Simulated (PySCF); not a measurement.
# What a mistake does to a calculation on BH5NOSi cation

Calculated results; nothing here was measured. They come from PySCF 2.14.0, an open-source quantum chemistry program, on an isolated molecule that a program drew, which may never have been made. The molecule is BH5NOSi cation (charge +1, singlet), drawn as the SMILES string `NB[SiH+]O`.

Each row is a Hartree-Fock (HF) and frozen-core CCSD(T) single point in the cc-pV(D+d)Z basis, meant for a local HF minimum. Run 1 is clean. Each other run has one planted mistake out of seven kinds, and not every kind appears here: one electron removed, one electron added, multiplicity raised by two, geometry at a saddle point, minimal basis STO-3G, one bond length entered in bohr, all coordinates scaled. The reference is restricted for singlets and unrestricted otherwise, and also for a bond in bohr. Adding or removing an electron swaps singlet and doublet. Electrons count all cores. HOMO and LUMO are orbital energies over both spins, the gradient is its largest component, and the lowest frequency (negative if imaginary) is given only where the gradient is small. Bond lengths are over the 8 bonds as drawn. T1 is the CCSD diagnostic: over 0.02 (restricted) or 0.045 (unrestricted) a single reference is doubtful.

Geometry of the clean run:
```xyz
9
BH5NOSi cation, angstrom
N     1.5708    0.7142   -1.7006
B     0.2753    0.3823   -1.4272
Si   -0.6552   -1.0451   -2.5705
O    -2.1541   -1.3867   -2.2074
H     2.1447    0.3270   -2.4234
H     2.0506    1.4092   -1.1572
H    -0.3798    0.8615   -0.5600
H    -0.1157   -1.8108   -3.7022
H    -2.7445   -2.0112   -2.6160
```

| run | electrons | basis functions | <S^2> | HOMO (eV) | LUMO (eV) | gradient (hartree/bohr) | lowest frequency (cm^-1) | mean bond (Å) | longest bond (Å) | T1 | HF (hartree) | CCSD(T) (hartree) | mistake |
|---|---|---|---|---|---|---|---|---|---|---|---|---|---|
| 1 | 38 | 90 | 0.000 | -17.04 | -4.80 | 1.0e-05 | 56 | 1.3263 | 2.052 | 0.0184 | -445.66885 | -446.24236 | no fault |
| 2 | 38 | 90 | 2.013 | -13.10 | -7.90 | 5.2e-02 | - | 1.3263 | 2.052 | 0.0257 | -445.52953 | -446.09239 | multiplicity raised by two |
| 3 | 38 | 29 | 0.000 | -15.63 | -1.49 | 3.9e-02 | - | 1.3263 | 2.052 | 0.0285 | -440.33750 | -440.56584 | minimal basis STO-3G |
| 4 | 39 | 90 | 0.771 | -6.22 | 2.55 | 6.1e-02 | - | 1.3263 | 2.052 | 0.0164 | -445.87049 | -446.45152 | one electron added |
| 5 | 38 | 90 | 0.000 | -16.36 | -5.05 | 5.4e-02 | - | 1.4536 | 2.249 | 0.0246 | -445.59960 | -446.19552 | ? |
| 6 | 38 | 90 | 0.875 | -15.26 | -4.99 | 1.6e-02 | - | 1.4896 | 2.776 | 0.0360 | -445.56152 | -446.12314 | ? |

**Which mistake was planted in run 5, and what did it cost?**

The mean and the longest bond both change by the same factor, 1.096, and the gradient is no longer small. So the mistake is: all coordinates scaled. Subtracting run 1 and multiplying by 627.51 kcal/mol a hartree, the energy moved by 43.5 kcal/mol in HF and 29.4 kcal/mol in CCSD(T).

**Which mistake was planted in run 6, and what did it cost?**

The mean bond changes by a factor of 1.123 and the longest by 1.353, so the molecule wasn't scaled as a whole. A length L in bohr read as angstrom grows by (1/0.5292 - 1) L = 0.890 L. The 8 bonds together grew by 8 x 0.1633 = 1.306 Å, which gives L = 1.468 Å. That is bond Si3-H8, 1.469 Å in the clean geometry. So the mistake is: one bond length entered in bohr. Subtracting run 1 and multiplying by 627.51 kcal/mol a hartree, the energy moved by 67.4 kcal/mol in HF and 74.8 kcal/mol in CCSD(T).

Cautions from the logs. Run 3: T1 is over the limit, so its CCSD(T) energy is less reliable; run 5: T1 is over the limit, so its CCSD(T) energy is less reliable.
